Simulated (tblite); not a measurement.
Record of a relaxation.

Compound: C7H15BN2.
Atom-mapped SMILES: `[CH3:1][C@H:2]1[CH2:3][C@@H:4]([N:5]2[BH:6][NH:7][CH2:8][CH2:9]2)[CH2:10]1` (hydrogens: H11, H12, H13 on C1; H14 on C2; H15, H16 on C3; H17 on C4; H18 on B6; H19 on N7; H20, H21 on C8; H22, H23 on C9; H24, H25 on C10)

Computed with GFN2-xTB (tblite), gas phase: L-BFGS steps from a force-field or distance-geometry start until the largest atomic force falls under 0.01 eV/Å. 3 of its 207 geometries are shown.

Step 0: E = -808.7701 eV, largest atomic force 3.207 eV/Å
```
atom  x, y, z in Å  |  force x, y, z in eV/Å
C1      3.180    0.324   -0.232    0.020   0.224   0.066
C2      2.202   -0.275    0.782    1.202  -0.210   0.286
C3      1.047    0.631    1.151   -0.525   0.976   0.626
C4      0.054   -0.374    0.549   -0.008   0.006   0.017
N5     -0.654    0.145   -0.620   -2.418  -2.062   0.430
B6     -1.507   -0.950   -1.250    0.066   0.237  -0.248
N7     -2.991   -0.748   -1.118    2.411   1.101  -1.118
C8     -3.054    0.428   -0.245   -1.013   0.433   0.439
C9     -1.682    1.115   -0.240   -0.011   1.309   0.358
C10     1.230   -1.292    0.195    0.017  -0.789  -0.490
H11     3.893   -0.447   -0.564   -0.246   0.436   0.112
H12     2.622    0.710   -1.118    0.443  -0.308   0.722
H13     3.727    1.165    0.247   -0.248  -0.541  -0.443
H14     2.732   -0.675    1.689   -0.164   0.394  -0.825
H15     0.910    0.755    2.248    0.106   0.240  -0.742
H16     1.048    1.610    0.621    0.002  -0.599   0.537
H17    -0.617   -0.823    1.333    0.208   0.341  -0.647
H18    -1.037   -1.863   -1.842   -0.220   0.341   0.286
H19    -3.341   -0.486   -2.059   -0.076  -0.694   0.897
H20    -3.850    1.125   -0.585    0.339  -0.306   0.285
H21    -3.315    0.099    0.786    0.090   0.013  -0.531
H22    -1.499    1.591    0.752    0.085  -0.363  -0.551
H23    -1.687    1.946   -0.981    0.131  -0.388   0.161
H24     1.358   -1.446   -0.906   -0.159  -0.085   1.015
H25     1.219   -2.241    0.763   -0.030   0.293  -0.644
```

Step 103: E = -810.2362 eV, largest atomic force 0.053 eV/Å
```
atom  x, y, z in Å  |  force x, y, z in eV/Å
C1      3.343    0.224   -0.347    0.001  -0.011  -0.001
C2      2.274   -0.161    0.658   -0.012  -0.018  -0.007
C3      1.093    0.810    0.816   -0.010   0.025   0.019
C4      0.127   -0.397    0.778    0.006  -0.005   0.031
N5     -1.050   -0.259   -0.017    0.025  -0.013  -0.023
B6     -1.515   -0.919   -1.165   -0.012  -0.038  -0.024
N7     -2.767   -0.374   -1.487    0.022   0.023   0.033
C8     -3.160    0.674   -0.571   -0.023   0.002   0.019
C9     -2.019    0.711    0.461    0.035   0.002  -0.027
C10     1.280   -1.261    0.244   -0.032  -0.031  -0.005
H11     4.066   -0.581   -0.457    0.025   0.002   0.001
H12     2.904    0.425   -1.321   -0.043  -0.015   0.003
H13     3.865    1.120   -0.019    0.030  -0.009   0.021
H14     2.733   -0.387    1.623    0.014   0.023  -0.020
H15     1.075    1.424    1.714    0.010   0.036   0.018
H16     0.965    1.439   -0.062    0.020   0.024  -0.003
H17    -0.152   -0.700    1.799    0.007   0.004   0.040
H18    -0.985   -1.776   -1.746    0.011  -0.013  -0.035
H19    -3.396   -0.599   -2.235   -0.027   0.012  -0.023
H20    -3.262    1.639   -1.089    0.006  -0.020   0.002
H21    -4.123    0.448   -0.095   -0.021   0.000   0.004
H22    -2.365    0.437    1.468   -0.034  -0.014  -0.004
H23    -1.566    1.707    0.531   -0.009   0.027  -0.010
H24     1.231   -1.382   -0.834   -0.024   0.034  -0.033
H25     1.396   -2.237    0.706    0.034  -0.026   0.022
```

Step 206: E = -810.2485 eV, largest atomic force 0.007 eV/Å
```
atom  x, y, z in Å  |  force x, y, z in eV/Å
C1      3.248   -0.231   -0.547   -0.002   0.001   0.000
C2      2.303   -0.147    0.637    0.002  -0.001   0.000
C3      1.268    0.991    0.604    0.004   0.000  -0.001
C4      0.144   -0.033    0.900    0.002   0.000   0.001
N5     -1.007   -0.003    0.051   -0.001  -0.002  -0.001
B6     -1.119   -0.145   -1.346    0.000   0.003   0.001
N7     -2.465    0.053   -1.684   -0.004  -0.005   0.000
C8     -3.289    0.317   -0.525   -0.001  -0.001  -0.003
C9     -2.290    0.327    0.646    0.001   0.001   0.002
C10     1.157   -1.175    0.671    0.002   0.000   0.000
H11     3.843   -1.141   -0.497   -0.004   0.001   0.001
H12     2.684   -0.237   -1.477   -0.001  -0.001  -0.001
H13     3.923    0.622   -0.558   -0.002  -0.002   0.004
H14     2.877   -0.147    1.567   -0.001  -0.002   0.002
H15     1.400    1.786    1.336   -0.004   0.001   0.000
H16     1.155    1.426   -0.386    0.006  -0.003  -0.002
H17    -0.183    0.015    1.943   -0.002   0.000   0.001
H18    -0.265   -0.382   -2.103   -0.002   0.004   0.003
H19    -2.925   -0.002   -2.574   -0.003   0.001  -0.001
H20    -3.810    1.280   -0.617   -0.002  -0.003  -0.003
H21    -4.051   -0.464   -0.393    0.000   0.003  -0.002
H22    -2.563   -0.409    1.413    0.006  -0.001   0.002
H23    -2.251    1.314    1.127    0.002   0.003   0.002
H24     1.001   -1.662   -0.287    0.003   0.003   0.001
H25     1.207   -1.929    1.455    0.003  -0.001  -0.003
```

Task: Summarise the path.

Result: The energy falls by 142.65 kJ/mol from step 0 to step 206; nine tenths of that is first reached at step 35. It rises by more than 0.2 meV at steps 168, 171, 174, 177 and 180. The largest force goes from 3.207 to 0.007 eV/Å. Among the bonds N5–B6 changes most, from 1.525 to 1.409 Å; the atoms move by 1.111 Å rms after alignment.

What follows is the cost of the whole relaxation. The run took 3.3 s of wall time on one thread, Arm Neoverse N1 (aarch64), no GPU, shared host with 64 logical CPUs at a one-minute load of 61.
